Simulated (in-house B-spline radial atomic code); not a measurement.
**RPA correlation on LDA VWN5: Cr**

Configuration [Ar] 3d5 4s1, highest spin, mean-field start LDA VWN5. Computed with a B-spline radial code for spherical atoms: all electrons, non-relativistic, point nucleus, each spin shell either full or empty, empty states to l = 9 with an (l + 1/2)⁻⁴ tail; G0W0 by contour deformation at full frequency.

The highest G0W0 level has too low a weight to be given.

Command:
```bash
python run_gw.py task.json out
```
Settings (radii: box in bohr, nucleus in fm):
```
Z                        24
electrons                24
configuration            [Ar] 3d5 4s1
hamiltonian              nr
method                   lda,vwn
lmax                     9
spin_polarised           True
box_radius               40
intervals                54
ion_configuration        [Ar] 3d5
```

Cost of the run: 4 s on 1 thread of Arm Neoverse V2, on a shared host.

Energies (hartree):

```tsv
term	value
mean-field total	-1042.21835
Hartree-Fock functional on these orbitals	-1043.31625
direct second order	-2.0088
second-order exchange	0.68307
SOSEX correction	0.58566
```

Task: What is the RPA correlation energy, and what remains with SOSEX?

Result: RPA gives -1.6263 hartree (-1.84 eV per electron); RPA + SOSEX gives -1.0407, and the second-order doubles -1.3258 hartree (no singles). SOSEX takes back 36 % of the RPA value.

Task: What does it cost to remove one electron (to [Ar] 3d5) by differences of total energies, each species on its own start (correlation terms add to the Hartree-Fock functional)?

Result: LDA VWN5 7.462 eV, Hartree-Fock functional 5.699 eV, + RPA 7.297 eV, + RPA + SOSEX 6.400 eV, + second order 7.524 eV. Tabulated: 6.767 eV (NIST, measured); the calculation leaves out relativity, Breit and QED terms, and what these don't explain is the method's own error.
